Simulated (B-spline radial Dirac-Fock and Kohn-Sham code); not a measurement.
Elastic and transport cross sections of technetium for electrons

Level of theory: relativistic (Dirac) partial waves in the static field of the Dirac-Fock atom with Furness-McCarthy exchange, without polarisation or absorption potentials; a radial finite-basis atomic code. σ_tr1 and σ_tr2 weight the cross section with 1 − P₁ and 1 − P₂ of cos θ; "backward" is the share scattered beyond 90°.

| energy (eV) | σ (a₀²) | σ_tr1 (a₀²) | σ_tr2 (a₀²) | σ/σ_tr1 | backward (%) |
| --- | --- | --- | --- | --- | --- |
| 1010 | 9.65 | 1.72 | 1.70 | 5.61 | 7.0 |
| 1020 | 9.60 | 1.70 | 1.69 | 5.65 | 6.9 |
| 1310 | 8.42 | 1.26 | 1.36 | 6.70 | 5.7 |
| 1500 | 7.83 | 1.06 | 1.20 | 7.39 | 5.1 |
| 2000 | ? | ? | ? | ? | ? |
| 2290 | 6.18 | 0.607 | 0.806 | 10.2 | 3.5 |
| 2620 | 5.72 | 0.505 | 0.703 | 11.3 | 3.1 |
| 3000 | 5.29 | 0.418 | 0.609 | 12.6 | 2.7 |
| 5000 | 3.88 | 0.200 | 0.339 | 19.4 | 1.5 |
| 5360 | 3.71 | 0.180 | 0.311 | 20.6 | 1.4 |
| 5530 | 3.64 | 0.172 | 0.299 | 21.1 | 1.3 |

Question: Fill in the row for 2 keV.

Answer: σ = 6.68 a₀², σ_tr1 = 0.728 a₀², σ_tr2 = 0.920 a₀², σ/σ_tr1 = 9.17, backward 4.0 %. The ratio σ/σ_tr1 is roughly the number of elastic collisions that randomise the direction.

Values without a named source are computed, but for edge energies of neutral atoms, which are taken from tables.
